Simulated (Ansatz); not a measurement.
Input for Ansatz (a quantum-chemistry and plane-wave program): U-r2SCAN/cc-pV(T+d)Z on H4OSi (SMILES O[SiH3]), a point of a bond scan (R = 5.289 Å). Files ending in .json are basis or fitting sets from the Basis Set Exchange.

Ansatz 0.2 input:
```yaml
crystal:
  periodic: [false, false, false]
  atoms:
    - {symbol: O, position_ang: [4.44314904, -1.35660248, -1.02247200]}
    - {symbol: Si, position_ang: [-0.50881883, 0.12973854, 0.09205040]}
    - {symbol: H, position_ang: [5.16654600, -0.93080724, -0.55680926]}
    - {symbol: H, position_ang: [-0.84295262, -0.10662565, 1.51863737]}
    - {symbol: H, position_ang: [-1.37924119, -0.69223322, -0.77093301]}
    - {symbol: H, position_ang: [-0.72577971, 1.56941136, -0.19593207]}
basis:
  gaussian:
    orbitals: cc-pV_T+d_Z.json
hamiltonian:
  xc: {name: r2SCAN}
magnetization: {spin_polarized: true, initial_magnetization: 0}
```

Question: Predict the final total energy.

Answer: -366.9375 hartree. Its determinant has ⟨S²⟩ = 1.00, a mixture of spin states.

Question: How many basis functions does it have, and what does it roughly cost on one machine?

Answer: 125 functions; around 30 core-seconds (rough).
